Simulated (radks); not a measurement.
All-electron atom: Re3+ in [Xe] 4f14 5d4. Method: scalar-relativistic Kohn-Sham, PBEsol, spin-polarised, spherical densities, finite nucleus; open shells are filled with parallel spins first (spin-orbit coupling, left out, can overturn this in heavy ions); Fermi nuclear charge, rms radius 5.3698 fm; computed with a radial shooting solver on a logarithmic mesh with Libxc functionals. Some entries of the table are withheld. Estimate them.

orbital  occ.  eigenvalue (hartree)  <1/r> (bohr^-1)  <r> (bohr)
1s down     1             -2632.728            88.69     0.01804
1s up       1             -2632.728            88.69     0.01804
2s up       1             -457.4192            20.75     0.07625
2s down     1             -457.4108            20.75     0.07624
2p up       3             -399.4822            18.75     0.06835
2p down     3             -399.4755            18.75     0.06835
3s up       1             -106.7354            7.688      0.1975
3s down     1             -106.7326            7.688      0.1975
3p up       3             -89.64408            7.084      0.1979
3p down     3             -89.64088            7.084      0.1979
3d up       5             -70.22880            6.689      0.1793
3d down     5             -70.22308            6.689      0.1793
4s up       1             -23.13032            3.274      0.4407
4s down     1             -23.12272            3.274      0.4407
4p up       3             -17.52122            2.971      0.4687
4p down     3             -17.51400            2.971      0.4687
4d up       5             -10.47649            2.647      0.5002
4d down     5             -10.46783            2.648      0.5000
5s up       1              -4.25426            1.293       1.036
5s down     1              -4.18205            1.304       1.028
5p up       3                   (1)            1.094       1.201
5p down     3                   (2)            1.107       1.190
4f up       7              -2.65795              (3)      0.5816
4f down     7              -2.64121              (4)      0.5775
5d up       4              -1.26184           0.7688       1.669
5d down     0              -1.14257           0.7713       1.675

Answer. 
(1) 5p up eigenvalue (hartree): -2.85065
(2) 5p down eigenvalue (hartree): -2.75597
(3) 4f up <1/r> (bohr^-1): 2.161
(4) 4f down <1/r> (bohr^-1): 2.170
